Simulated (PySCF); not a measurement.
Estimate the missing entries of this data sheet.

C₆H₇F.
InChI=1S/C6H7F/c1-3-5-4(2)6(5)7/h2-3H2,1H3

Conformer (atom-mapped SMILES and torsion angles): `[CH2:1]=[C:2]1[C:3]([F:4])=[C:5]1[CH2:6][CH3:7]`: C3–C5–C6–C7 118°.

| property | level | value |
| --- | --- | --- |
| point group of the GFN2-xTB geometry | GFN2-xTB | ? |
| rotational constants A, B, C of the GFN2-xTB geometry | GFN2-xTB | ? |
| dipole moment | CAM-B3LYP/def2-SVPD | 2.49 D |
| HOMO energy | CAM-B3LYP/def2-SVPD | -7.34 eV |
| LUMO energy | CAM-B3LYP/def2-SVPD | ? |
| lowest singlet excitation | TDDFT CAM-B3LYP/def2-SVPD | ? |
| strongest line among the 8 lowest singlet transitions | TDDFT CAM-B3LYP/def2-SVPD | ? |
| lowest triplet excitation (Tamm–Dancoff) | TDA CAM-B3LYP/def2-SVPD | ? |
| static isotropic polarisability | CAM-B3LYP/def2-SVPD | ? |
| electronic spatial extent ⟨r²⟩ about the centre of nuclear charge | CAM-B3LYP/def2-SVPD | 899 bohr² |

Electronic properties: PySCF, gas phase, density fitting.

(1) What is the lowest triplet excitation (Tamm–Dancoff)?

(2) The lowest singlet excitation?

(3) Give the static isotropic polarisability.

(4) The rotational constants A, B, C of the GFN2-xTB geometry?

(5) The strongest line among the 8 lowest singlet transitions?

(6) Give the point group of the GFN2-xTB geometry.

(7) The LUMO energy?

## Answers

(1) 3.97 eV.

(2) 5.25 eV (236 nm, f = 0.014).

(3) 72.1 au.

(4) 3.438, 1.919, 1.323 GHz.

(5) S5 at 7.05 eV (176 nm, f = 0.265).

(6) C1.

(7) 0.82 eV.

With B = h/(8π²I), that is 505.379 GHz u Å² over I, the principal moments of inertia are 147.0, 263.4 and 382.1 u Å² (most abundant isotopes). The dipole matches unit charges of opposite sign 0.52 Å apart (1 e·Å = 4.8032 D). The polarisability is 10.69 Å³ as a volume (1 au = 0.148185 Å³), or 1.39 au for each of the 52 electrons.

One conformer stands for the species.
